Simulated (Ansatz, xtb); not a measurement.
**Ranking isomers of ClH9Si3Sn**

6 gas-phase structures of ClH9Si3Sn, from a drawn sample of its isomers (lower ones may exist). Each was relaxed with GFN2-xTB; where two conformers were screened, the lower at r2SCAN-D4/def2-SVP is listed:

A. `[SiH3][SnH2][SiH2][SiH2]Cl`, a singlet
B. `[SiH3][SnH]([SiH3])[SiH2]Cl`, a singlet
C. `[SiH3][SiH2][SnH2][SiH2]Cl`, a singlet
D. `[SiH3][SnH2][Si@H]([SiH3])Cl`, a singlet
E. `[SiH3][Sn]([SiH3])([SiH3])[Cl]`, a singlet
F. `[SiH3][SiH2][Sn@H]([SiH3])[Cl]`, a singlet

Q: Make a reasoned guess at their ranking by r2SCAN-D4/def2-SVP single-point energy.

A: Calculated order at r2SCAN-D4/def2-SVP: E (0.0), B (5.9), F (10.0), A (10.7), C (12.6), D (13.5) kcal/mol. Less than 1 kcal/mol parts F and A; C and D, so the order within those pairs means little.

Energies above the lowest of each column, in kcal/mol; the last columns are at PBE0-D4/def2-SVP geometries and were run for some of them only (a dash: not run or not comparable):

```tsv
structure	GFN2-xTB	HF/STO-3G	r2SCAN-D4/def2-SVP	PBE0-D4/def2-SVP	CCSD(T)/def2-SVP + ΔMP2/def2-TZVPP
E	0.0	0.0	0.0	0.0	0.0
B	0.2	12.9	5.9	2.1	0.9
F	10.7	18.8	10.0	4.8	6.4
A	13.4	20.0	10.7	–	–
C	13.3	22.6	12.6	–	–
D	13.9	22.2	13.5	–	–
```

Every level run on E puts it lowest or level with the lowest. Flexible structures stand in one conformer each, not always the lowest. Frequencies (GFN2-xTB) were run for B, E, F alone. Atoms past krypton carry core potentials in the def2 sets, without spin–orbit terms. ΔMP2 is the change of the MP2 energy from the smaller to the larger basis.

Over these structures GFN2-xTB departs from r2SCAN-D4/def2-SVP by 1.8 kcal/mol on average once a common shift is removed. A GFN2-xTB relaxation took about 0.33 s and the r2SCAN-D4/def2-SVP energy about 3.5 s on a shared host (Ansatz 0.2.0, xtb 6.7.1).
